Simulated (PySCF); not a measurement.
Input file for PySCF: R-B3LYP/6-311+G** on C2H4 (SMILES C=C).

```python
from pyscf import gto, scf, dft, mp
from pyscf.data.elements import chemcore

mol = gto.M(
    atom='''
    C    -0.52128895    0.01904397    3.25567738
    C     0.50442290    0.00434793    4.09371173
    H    -0.91165588   -0.89047968    2.81571247
    H    -1.01205442    0.94191957    2.97136353
    H     0.89533205    0.91473358    4.53195245
    H     0.99576270   -0.91882124    4.37652890
    ''',
    basis='6-311+g**',
    charge=0, spin=0, verbose=3, max_memory=1800)
mf = dft.RKS(mol, xc='b3lyp')
mf.conv_tol = 1e-8
mf.max_cycle = 100
mf.kernel()
if not mf.converged:
    mf = mf.newton().run(mf.mo_coeff, mf.mo_occ)
```

Problem. Predict the final total energy.

Solution. -78.6155 hartree.
